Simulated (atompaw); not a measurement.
## Scattering properties, PAW (atompaw) potential for chromium

```
Element                 : chromium
Generator               : atompaw 4.2.0.5
Type                    : PAW
Functional              : PBEsol
Relativity              : scalar-relativistic
Frozen core             : [Ne]
Valence charge          : 14
Reference configuration : 3s2 3p6 3d5 4s0 4p1
Partial waves           : 3s (bound): rc 1.05 bohr; 4s (bound, empty): rc 1.75 bohr; 3p (bound): rc 1.05 bohr; 4p (bound): rc 1.95 bohr; 3d (bound): rc 1.95 bohr; 3d channel at 0.3 Ry: rc 1.95 bohr
Local potential         : vpsmatchnc scheme with l = 3 at 0 Ry, radius 1.35 bohr
Core correction         : smooth core density matched at 1.05 bohr
Augmentation charge     : besselshape compensation charge, radius 1.50 bohr; PAW radius 1.95 bohr; waves and projectors: custom polynom2 7 10 vanderbiltortho
```

The phase is arctan(r·u′/u) with u = r·R(r), unwrapped; energies in Ry, scanned from -8 to 5 Ry. A pole is an energy at which the radial function vanishes at the test radius. The pseudo phase is shifted by a multiple of π to meet the all-electron one at the reference energy, and phase errors are pseudo minus all-electron; the curves can meet again beyond the range given. Levels narrower than the energy grid can be missing from the lists of poles.

| channel | radius (bohr) | reference energy (Ry) | poles, all-electron | poles, pseudo | unbroken range about the reference energy with phases within 0.05 rad | phase error 1 Ry above the reference energy (rad) |
| --- | --- | --- | --- | --- | --- | --- |
| s | 1.96 | -0.36 | -5.37 | -5.37, 4.53 | below 3.5 | -0.009 |
| p | 1.96 | -0.13 | -3.17 | -3.17, 3.04 | below 1.0 | -0.024 |
| d | 1.96 | -0.31 | 0.36 | 0.36 | below 3.6 | +0.000 |

Phases in the p channel:

```csv
E (Ry),all-electron,pseudo
-8.00,1.372,1.368
-7.52,1.364,1.359
-7.04,1.354,1.349
-6.56,1.342,1.337
-6.08,1.327,1.322
-5.60,1.308,1.302
-5.12,1.280,1.273
-4.64,1.232,1.225
-4.16,1.114,1.105
-3.68,0.126,0.109
-3.20,-1.553,-1.554
-2.72,-1.711,-1.714
-2.24,-1.776,-1.780
-1.76,-1.824,-1.827
-1.28,-1.868,-1.870
-0.80,-1.918,-1.919
-0.32,-1.979,-1.980
0.16,-2.063,-2.064
0.64,-2.188,-2.198
1.12,-2.393,-2.452
1.60,-2.751,-3.032
2.08,-3.299,-3.927
2.56,-3.817,-4.447
3.04,-4.137,-4.712
3.52,-4.321,-4.909
4.00,-4.434,-5.129
4.48,-4.510,-5.464
4.96,-4.564,-6.043
```
